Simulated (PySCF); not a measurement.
Zn: a base run and its variants

Base input, run as `python input.py` with PySCF 2.14:

```python
from pyscf import gto, dft

mol = gto.M(
    atom='Zn 0 0 0',
    basis='x2c-tzvpall',
    charge=0,
    spin=0,
    symmetry=True,
    verbose=4,
)
mf = dft.RKS(mol, xc='b3lyp')
mf = mf.sfx2c1e()
mf.kernel()
mf.dip_moment()
print('orbital energies (hartree):', mf.mo_energy[..., max(0, mol.nelec[1]-3):mol.nelec[0]+3].round(4))
```

Base result: E(SCF) = -1795.970122 Eh, 6 cycles. 

Wall time 2.2 s on one thread of a shared host.

Each row names what differs from the base; energies in brackets are changes from the base.

| change | result |
| --- | --- |
| functional: b3lyp → b3lypp [unsound on purpose] | stops with KeyError ("LibXCFunctional: name 'B3LYPP' not found.") |
| cycle limit: 50 → 5 | not converged: SCF after 5 cycles |
| initial guess: minao → 1e | E(SCF) = -1795.970122 Eh (+0.0000 eV), 10 cycles |
| basis set: x2c-tzvpall → 6-31g(3d) [unsound on purpose] | stops with BasisNotFoundError (Basis set not found for Zn in 6-31g(3d)) |
| functional: b3lyp → lc_wpbe | E(SCF) = -1795.691114 Eh, 7 cycles |
| charge: 0 → 2; SCF type: RKS → UKS [another spin of the ion may lie lower] | E(SCF) = -1794.928033 Eh (+28.3567 eV), 6 cycles |
| functional: b3lyp → x3lyp | E(SCF) = -1795.874386 Eh, 6 cycles |
| Cartesian functions: off → on | E(SCF) = -1795.975159 Eh (-0.1371 eV), 6 cycles |
| functional: b3lyp → wb97 | E(SCF) = -1796.081403 Eh, 7 cycles |
| spin (2S): 0 → 4; SCF type: RKS → UKS [a high spin state] | E(SCF) = -1795.358685 Eh (+16.6381 eV), 7 cycles, ⟨S²⟩ = 6.000 |
| electric field along z (a.u.): none → -0.01; point-group symmetry: on → off | E(SCF) = -1795.971599 Eh (-0.0402 eV), 7 cycles |
| integration grid: default → (50, 194) | E(SCF) = -1795.970059 Eh (+0.0017 eV), 6 cycles |
| functional: b3lyp → b3lyp5 | E(SCF) = -1795.850909 Eh, 6 cycles |
| integration grid: default → 1 | E(SCF) = -1795.970158 Eh (-0.0010 eV), 6 cycles |
| step after the SCF: none → mp2; SCF type: RKS → RHF; functional: b3lyp → none (Hartree–Fock); frozen orbitals: default → 5 | E(SCF) = -1794.261901 Eh, 6 cycles, E(MP2) − E(SCF) = -0.67000 Eh |
| spin-free X2C: on → off [unsound on purpose] | E(SCF) = -1772.886240 Eh, 6 cycles |
| PCM solvent, dielectric constant: none → 78.36 | E(SCF) = -1795.972279 Eh (-0.0587 eV), 6 cycles |
| step after the SCF: none → polarizability | E(SCF) = -1795.970122 Eh (+0.0000 eV), 6 cycles, α(xx, yy, zz) = 29.5, 29.5, 29.5 bohr³ |
| step after the SCF: none → eomea; SCF type: RKS → RHF; functional: b3lyp → none (Hartree–Fock); frozen orbitals: default → 5; number of roots: default → 4 [positive roots are unbound] | E(SCF) = -1794.261901 Eh, 6 cycles, E(CCSD) − E(SCF) = -0.59562 Eh, attachment roots 2.726, 2.726, 2.726, 6.202 eV |
| charge: 0 → 1; spin (2S): 0 → 1; SCF type: RKS → UKS [another spin of the ion may lie lower] | E(SCF) = -1795.616234 Eh (+9.6298 eV), 8 cycles, ⟨S²⟩ = 0.751 |

Task: Order these changes by how far they move the SCF energy from the base, largest first: (1) Cartesian functions: off → on; (2) PCM solvent, dielectric constant: none → 78.36; (3) electric field along z (a.u.): none → -0.01; point-group symmetry: on → off; (4) integration grid: default → (50, 194).

Result: (1) -0.1371 eV, (2) -0.0587 eV, (3) -0.0402 eV, (4) +0.0017 eV.
